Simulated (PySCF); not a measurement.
# MF₃ across the 5d metals

Level: PBE0, basis family def2-SVP, scalar-relativistic core potentials from Rb on and no relativity for lighter atoms.

Each entry is the lowest minimum that a search over a few typed start shapes (and spin states, where more than one is plausible) found, or that minimum re-optimised at the stated level; isomers with ligand–ligand bonds, or fragments after loss of a ligand pair, can lie lower. Open shells are unrestricted; no spin–orbit coupling; PySCF with density fitting.

```csv
molecule,2S+1,point group,mean bond to the central atom (Å),highest ω (cm⁻¹),atomisation (kJ/mol),distinct angles (°)
HfF₃,2,D3h,1.908,673,1955,120
ReF₃,5,C2v,1.882,708,1353,84/138
OsF₃,4,C2v,1.849,728,1277,87/137
IrF₃,3,C2v,1.843,726,1145,97/165
PtF₃,2,C2v,1.865,714,951,92/175
```

The bond length does not run in one direction; the largest change, -0.033 Å, falls between ReF₃ and OsF₃ among the members listed.

The shape changes along the series: D3h for HfF₃; C2v for ReF₃ and OsF₃ and IrF₃ and PtF₃.

Spin–orbit coupling can matter for HfF₃, ReF₃, OsF₃, IrF₃, PtF₃.

Left out of the table are members whose search was unfinished or whose lowest solution was spin-contaminated, unstable, very soft or bonded differently.

Open d and f shells are single-determinant solutions and may miss the true ground state.
